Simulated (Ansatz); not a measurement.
Energy profile

The step: SiH₃Cl ([SiH3][Cl]) + NH₃ + NH₃ → SiNH₄Cl ([NH2][SiH2][Cl]) + NH₃ + H₂; bonds formed: H2–H8, H6–N9; dative contacts that become bonds: Si1–N7; bonds broken: Si1–H2, H6–N7, H8–N9 (atoms numbered as in the saddle structure below).

| atom | x (Å) | y (Å) | z (Å) |
| --- | --- | --- | --- |
| Si1 | -1.1310 | -0.6050 | 0.5322 |
| H2 | -0.2744 | -1.0513 | -0.8187 |
| H3 | -1.7717 | -1.9572 | 0.5027 |
| H4 | -1.8836 | 0.0091 | 1.6909 |
| Cl5 | -1.9937 | 0.9188 | -0.7902 |
| H6 | 1.1559 | 0.9197 | -0.1577 |
| N7 | 0.4658 | -0.3073 | 1.2736 |
| H8 | 0.4651 | -0.1033 | -1.2130 |
| N9 | 1.0437 | 0.8596 | -1.1884 |
| H10 | 1.1608 | -1.0271 | 1.1116 |
| H11 | 0.4249 | -0.0895 | 2.2609 |
| H12 | 1.9236 | 0.8448 | -1.6894 |
| H13 | 0.4147 | 1.5888 | -1.5144 |

Electronic energies by CCSD(T) at an estimated basis limit (MP2 extrapolated from triple and quadruple zeta, plus CCSD(T) − MP2 in triple zeta), on PBE0-D4/def2-TZVP structures; SiN₂H₉Cl, closed shell; no counterpoise correction. Ansatz 0.2.0; basis: def2-TZVPP and def2-QZVPP; cores frozen in the correlated methods. Extrapolation: Hartree–Fock as exp(−7.88 √X), correlation as X^−2.97.

Q: Give the profile in eV, counted from the separated reactants. (To be estimated.)

A: The calculation gives:
```
                                                                                                                                           point      eV
     separated: SiH₃Cl (linked as [SiH3][Cl]; Si1, H2, H3, H4, Cl5; singlet) + NH₃ (H6, N7, H10, H11; singlet) + NH₃ (H8, N9, H12, H13; singlet)   0.000
                                                                                                                                 start structure  -0.528
                                                                                                                                          saddle   0.939
                                                                                                                                   end structure  -0.720
separated: SiNH₄Cl (linked as [NH2][SiH2][Cl]; Si1, H3, H4, Cl5, N7, H10, H11; singlet) + H₂ (H2, H8; singlet) + NH₃ (H6, N9, H12, H13; singlet)  -0.457
```

T1 diagnostic: at most 0.010.

For scale, one of the runs: CCSD(T)/def2-TZVPP, 272 basis functions, launched by `ansatz run in.yaml --threads 8 --pin off --events-out ev --progress --plain --max-ram 19148MiB`. Hardware: 8 CPU threads of an Arm Neoverse V1, shared host. Wall time 110 s; peak host memory 7 GiB.
